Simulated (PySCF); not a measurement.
Vertical excitations of a molecule CH7GeNO from TDA-CAM-B3LYP/def2-SVPD (PySCF), as energy in eV (oscillator strength): 5.97 (0.025), 6.82 (0.076), 7.18 (0.006), 7.24 (0.014), 7.32 (0.017), 7.65 (0.006), 7.79 (0.005), 8.22 (0.028), 8.42 (0.044), 8.48 (0.043). Lowest triplet (TDA): 5.60 eV. Geometry optimised at ωB97X-D3(BJ)/def2-SVP. Other conformers were not sampled.

Question: Identify the compound among the candidates.
A) N[CH2][GeH2][OH]
B) C[NH][GeH2][OH]
C) [CH3][Ge@@H]([NH2])[OH]

Answer: B, C[NH][GeH2][OH]
